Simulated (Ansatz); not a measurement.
Two isomers of C2H10BNSi: A = `CCBN[SiH3]`, B = `CBN[SiH2]C`.

Isolated molecules relaxed with PBE0-D4/def2-TZVP in Ansatz; ΔE leaves out vibrations. CCSD(T)/CBS is the MP2 limit (def2-TZVPP, def2-QZVPP) plus CCSD(T) − MP2 in def2-TZVPP, frozen cores. Functionals use def2-TZVPP. B3LYP here is the variant with VWN-RPA as its local correlation; programs differ in this. Each species was taken in one conformer, which may not be the lowest.

A:

Z-matrix (Å, degrees):
```
C
C 1 1.529
H 1 1.093 2 111.4
H 1 1.093 2 111.9 3 120.2
H 1 1.093 2 111.0 3 -119.4
B 2 1.571 1 113.5 3 63.5
H 2 1.097 1 110.2 3 -62.7
H 2 1.100 1 108.6 3 -177.9
N 6 1.406 2 122.7 1 -132.9
H 6 1.204 2 120.1 1 47.5
Si 9 1.740 6 127.0 2 -179.0
H 9 1.012 6 116.2 2 0.9
H 11 1.488 9 110.7 6 119.5
H 11 1.480 9 107.9 6 -1.0
H 11 1.488 9 110.5 6 -121.5
```

B:

Z-matrix (Å, degrees):
```
C
B 1 1.569
H 1 1.096 2 109.5
H 1 1.095 2 110.2 3 115.4
H 1 1.093 2 115.7 3 -122.0
N 2 1.406 1 122.9 3 116.4
H 2 1.204 1 119.6 3 -63.2
Si 6 1.748 2 128.1 1 -0.3
H 6 1.009 2 116.2 1 -179.8
C 8 1.864 6 112.4 2 -70.2
H 8 1.489 6 106.0 2 169.4
H 8 1.487 6 109.9 2 52.1
H 10 1.092 8 110.9 6 60.5
H 10 1.093 8 110.6 6 -179.6
H 10 1.093 8 110.8 6 -59.5
```

Question: Which is lower in electronic energy at CCSD(T)/CBS, and by how much? (Best estimate.)

Answer: The calculation gave: B, by 13.5 kcal/mol.

Question: Give E(B) − E(A) in kcal/mol with CCSD(T)/def2-TZVPP, CCSD/def2-TZVPP, B3LYP, B3LYP-D4, ωB97M-V, PBE0-D4, r2SCAN-D4. (An estimate is asked.)

Answer: The calculation gave: CCSD(T)/def2-TZVPP -13.0, CCSD/def2-TZVPP -12.8, B3LYP -12.7, B3LYP-D4 -13.8, ωB97M-V -14.1, PBE0-D4 -13.9, r2SCAN-D4 -14.7. None reverses the order clearly.

Largest T1 diagnostic: 0.011.

The D4 term adds −1.1 kcal/mol with B3LYP and −0.6 kcal/mol with PBE0; it sums over pairs of atoms, weighted by their polarisabilities, and B3LYP, whose exchange is more repulsive, gets the larger term. In def2-TZVPP, CCSD(T) changes the Hartree–Fock value by −1.7 kcal/mol (the triples alone add −0.2 kcal/mol) and MP2 by −2.4 kcal/mol.
